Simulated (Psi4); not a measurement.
Psi4 input (wB97X-D/6-311+G**):

```
memory 1500 MB

molecule {
1 1
C    -1.04111583    0.00436008   -0.00589786
Cl    0.55265444   -0.00231446    0.00313075
H    -1.57008623    0.95646317   -0.03558607
H    -1.57834429   -0.94327789    0.01775039
symmetry c1
no_reorient
no_com
}

set {
  basis 6-311+G**
  reference rks
  scf_type pk
  dft_radial_points 99
  dft_spherical_points 590
  e_convergence 1e-8
  d_convergence 1e-7
  maxiter 150
}

e = energy('wb97x-d')
print_out(f'\nFINAL {e:.10f} DIPOLE {variable("CURRENT DIPOLE")[0]:.6f} {variable("CURRENT DIPOLE")[1]:.6f} {variable("CURRENT DIPOLE")[2]:.6f}\n')
```

From the last part of the output:

```
      43A      1.247366    44A      1.546363    45A      1.549850
      46A      1.564822    47A      1.712303    48A      1.869344
      49A      2.057595    50A      2.071688    51A      2.150322
      52A      2.245744    53A      2.353251    54A      2.354123
      55A      2.465250    56A      2.501404    57A      3.147144
      58A      3.466948    59A      9.571834    60A     23.494275
      61A     25.600357    62A     25.647868    63A     26.018173
      64A    215.634179

    Final Occupation by Irrep:
              A
    DOCC [    12 ]
    NA   [    12 ]
    NB   [    12 ]

  @RKS Final Energy:  -499.12256554936016

   => Energetics <=

    Nuclear Repulsion Energy =             47.6959497515117334
    One-Electron Energy =                -774.1077020373866162
    Two-Electron Energy =                 251.9444646678793731
    DFT Exchange-Correlation Energy =     -24.6550350936711027
    Empirical Dispersion Energy =          -0.0002428376935505
    VV10 Nonlocal Energy =                  0.0000000000000000
    Total Energy =                       -499.1225655493601607

Computation Completed

Properties will be evaluated at   0.000000,   0.000000,   0.000000 [a0]

Properties computed using the SCF density matrix

 Multipole Moments:

 ------------------------------------------------------------------------------------
     Multipole            Electronic (a.u.)      Nuclear  (a.u.)        Total (a.u.)
 ------------------------------------------------------------------------------------

 L = 1.  Multiply by 2.5417464519 to convert [e a0] to [Debye]
 Dipole X            :         -1.1466278           -0.0000000           -1.1466279
 Dipole Y            :          0.0048021           -0.0000001            0.0048019
 Dipole Z            :         -0.0064954           -0.0000002           -0.0064956
 Magnitude           :                                                    1.1466563

 ------------------------------------------------------------------------------------

FINAL -499.1225655494 DIPOLE -1.146628 0.004802 -0.006496

*** Psi4 exiting successfully. Buy a developer a beer!
```

The dipole moment of an ion depends on the origin.
